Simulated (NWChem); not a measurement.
Molecule: CH₄OSSe; SMILES CS[Se]O

```xyz
8

Se     0.3664    -0.8025    -0.1231
O     -1.2774    -1.5412     0.2795
H     -1.2045    -1.8180     1.2165
S      0.2597     1.2580     0.6131
C     -0.6199     2.1560    -0.7230
H     -0.0678     2.0820    -1.6787
H     -0.6706     3.2168    -0.4040
H     -1.6454     1.7579    -0.8376
```
Atoms are numbered in this order, from 1.

All runs: NWChem. Geometry: optimised at PBE-D3(BJ)/def2-SVP. B3LYP is NWChem's, with the RPA form of VWN correlation. Vzz is the largest principal value of the second derivative of the potential at the nucleus (NWChem prints the opposite sign); η is the asymmetry. Non-relativistic.

### Question
Predict the results for B3LYP/def2-SVP. Quantities: Vzz Se1 (a.u.); η Se1; Vzz O2 (a.u.); η O2; Vzz S4 (a.u.); η S4.

### Answer
The vzz Se1 (a.u.) is -7.956, the η Se1 is 0.45 and the vzz O2 (a.u.) is -1.724. The η O2 comes out as 0.80 and the vzz S4 (a.u.) is -2.458. The η S4 comes out as 0.63.
